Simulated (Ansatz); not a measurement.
Consider the cleavage of the In–Al bond: `C[BH][Al]([OH])[InH2]` + CH₃OH → `C[O][InH2]` + `C[BH][AlH][OH]`.

Computed with Ansatz on PBE0-D4/def2-TZVP structures; ΔE is electronic, products minus reactants. CBS: MP2 limit from def2 TZ/QZ plus the TZ coupled-cluster correction, frozen cores. This one scheme is used for every species. DFT in def2-TZVPP. B3LYP here is the variant with VWN-RPA as its local correlation; programs differ in this. HSE06 is defined as in plane-wave codes. Elements past krypton have def2 core potentials. For In outer-core shells are correlated without core-valence functions, which leaves a few kJ/mol of doubt a bond. One conformer a species, not always the lowest.

`C[BH][Al]([OH])[InH2]`:

Z-matrix (Å, degrees):
```
C
B 1 1.557
H 1 1.106 2 102.9
H 1 1.091 2 117.4 3 -116.3
H 1 1.094 2 114.2 3 112.9
Al 2 2.141 1 125.7 3 95.0
H 2 1.207 1 115.5 3 -78.2
In 6 2.679 2 128.0 1 -82.7
O 6 1.713 2 121.7 1 97.4
H 8 1.741 6 123.9 2 -90.5
H 8 1.742 6 123.5 2 89.2
H 9 0.956 6 123.0 2 0.3
```

CH₃OH:

```xyz
6

C     0.136   -0.079    0.319
O    -0.509   -0.317   -0.910
H     0.177   -1.031    0.849
H    -0.410    0.636    0.947
H     1.164    0.282    0.189
H    -0.558    0.510   -1.394
```

`C[O][InH2]`:

Cartesian coordinates in Å:
```
C -0.418 1.093 -0.539
O -0.281 -0.286 -0.719
In 0.524 -1.502 0.630
H 0.114 1.637 -1.330
H -0.029 1.455 0.426
H -1.475 1.384 -0.594
H 1.031 -0.662 2.035
H 0.534 -3.117 0.091
```

`C[BH][AlH][OH]`:

Z-matrix (Å, degrees):
```
C
B 1 1.556
H 1 1.093 2 115.0
H 1 1.107 2 101.5 3 113.0
H 1 1.091 2 117.5 3 -132.1
Al 2 2.132 1 125.7 3 153.3
H 2 1.206 1 115.7 3 -30.6
O 6 1.706 2 116.8 1 80.7
H 6 1.599 2 126.0 1 -99.6
H 8 0.956 6 122.6 2 178.9
```

```tsv
level	ΔE (kJ/mol)	difference from CCSD(T)/CBS
LDA (SPW92)	13.8	11.0
PBE-D4	13.4	10.6
BLYP-D4	-2.1	-4.9
r2SCAN-D4	4.5	1.7
B97M-V	-10.6	-13.4
PBE0-D4	18.6	15.8
B3LYP-D4	4.0	1.2
r2SCANh-D4	7.7	4.9
r2SCAN0-D4	12.0	9.2
HSE06-D4	19.1	16.3
BHLYP-D4	7.5	4.7
CAM-B3LYP-D4	-1.2	-4.0
ωB97X-V	1.0	-1.8
ωB97M-V	4.6	1.8
B2PLYP	0.6	-2.2
PBE-QIDH	12.2	9.4
PBE	13.9	11.1
revPBE	14.5	11.7
BLYP	0.0	-2.8
PBE0	18.8	16.0
B3LYP	4.9	2.1
r2SCANh	7.5	4.7
r2SCAN0	11.8	9.0
HSE06	19.1	16.3
BHLYP	6.4	3.6
CAM-B3LYP	-1.3	-4.1
LC-ωPBE	5.1	2.3
RPA@PBE/def2-TZVPP	0.9	-1.9
HF/def2-SVP	8.4	5.6
MP2/def2-SVP	-8.7	-11.5
CCSD(T)/def2-SVP	-0.3	-3.1
SCS-MP2/def2-TZVPP	-1.0	-3.8
CCSD/def2-TZVPP	7.3	4.5
CCSD(T)/def2-TZVPP	5.4	2.6
HF/def2-QZVPP	3.6	0.8
MP2/def2-QZVPP	-0.7	-3.5
SCS-MP2/def2-QZVPP	-3.0	-5.8
HF/CBS(def2)	3.3	0.5
MP2/CBS(def2)	-1.1	-3.9
CCSD/CBS(def2)	4.7	1.9
CCSD(T)/CBS	2.8	0
```

Largest T1 diagnostic among the species: 0.017.

From PBE to PBE0 (25 % exact exchange), in def2-TZVPP and without D4, ΔE moves by +4.8 kJ/mol. Leaving LDA and LC-ωPBE aside and taking each functional with its dispersion term where it has one, the values spread over 29.7 kJ/mol, from B97M-V to HSE06-D4.

CCSD(T)/CBS has its own doubt, a few kJ/mol and more with outer-core shells, so smaller differences from it don't rank the levels.
